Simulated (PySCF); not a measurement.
FH4N2NbS, SMILES [NH2][Nb]([NH2])([F])=[S], multiplicity 1.

The structure is a stationary point at B3LYP-D3(BJ)/def2-SVP. The multiplicity is an assumed one; other spin states were not compared. The def2 effective core potentials stand for the cores of Nb; spin–orbit coupling is left out. Other conformers were not sampled.

These are B3LYP-D3(BJ)/def2-SVP (PySCF) values and carry that method's errors.

Frequencies are harmonic and unscaled.

Computed harmonic wavenumbers and intensities:
```
mode  ν (cm⁻¹)  IR (km/mol)  Raman (Å⁴/amu)  depolarisation   moving atoms (share of kinetic energy)
----  --------  -----------  --------------  --------------  ---------------------------------------
1          156          3.6             3.4            0.73           F 42 %, S 30 %, Nb 14 %, N 8 %
2          158          3.6             5.5            0.75           H 38 %, N 30 %, S 24 %, Nb 8 %
3          182          3.6             3.3            0.51          N 42 %, F 22 %, H 19 %, Nb 12 %
4          182          0.7             1.4            0.75          F 45 %, N 20 %, H 16 %, Nb 16 %
5          199          3.0             4.2            0.70                  N 56 %, H 26 %, Nb 10 %
6          217         13.1             0.6            0.75                           H 70 %, N 16 %
7          369          0.5             0.7            0.74                                   H 95 %
8          487         96.5             0.9            0.75                           H 79 %, N 21 %
9          522        117.5             6.5            0.16                   H 58 %, S 22 %, N 16 %
10         530        141.5             5.5            0.12                   H 61 %, N 18 %, S 17 %
11         538          3.1             0.6            0.75                           H 81 %, N 18 %
12         603         28.5            17.3            0.07  H 32 %, S 31 %, N 14 %, Nb 13 %, F 10 %
13         682        148.2             3.8            0.10                  F 63 %, Nb 19 %, N 11 %
14         697        138.7             4.8            0.75                  N 65 %, Nb 21 %, H 14 %
15         697        102.9            15.5            0.12           N 62 %, Nb 18 %, H 12 %, F 9 %
16        1496         40.4            13.7            0.75                           H 89 %, N 11 %
17        1500         23.1            13.8            0.29                           H 89 %, N 11 %
18        3520        105.1            90.6            0.75                                   H 96 %
19        3523         60.3           295.1            0.08                                   H 96 %
20        3619         36.0            56.2            0.75                            H 92 %, N 8 %
21        3619         44.5            70.5            0.73                            H 92 %, N 8 %
```
